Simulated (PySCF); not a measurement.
```xyz
5
charge 0 multiplicity 1, angstrom
Ge    0.0000    0.0000    0.0000
Cl   -1.2342   -1.2342   -1.2342
Cl   -1.2342    1.2342    1.2342
Cl    1.2342   -1.2342    1.2342
Cl    1.2342    1.2342   -1.2342
```

Level of theory: PySCF, B3LYP, basis Ge def2-TZVP, Cl def2-TZVP (no relativity, density fitting).

This geometry of GeCl₄ is a stationary point at this level.

Q: What is the point group?

A: Td.

Q: Is it a minimum?

A: Yes: all harmonic wavenumbers are real.

Q: Give the atomic charges and bond orders.

A: 
| atom | Mulliken | Löwdin | polar tensor | Mayer order to Ge1 |
| --- | --- | --- | --- | --- |
| Ge1 | 0.89 | -0.64 | 1.99 | – |
| Cl2,3,4,5 | -0.22 | 0.16 | -0.50 | 1.08 |

Q: Give the ideal-gas entropy at 298.15 K and 1 bar by parts.

A: translation 175.8, rotation 103.4, vibration 71.5, spin 0.0; total 350.6 J/(mol K).
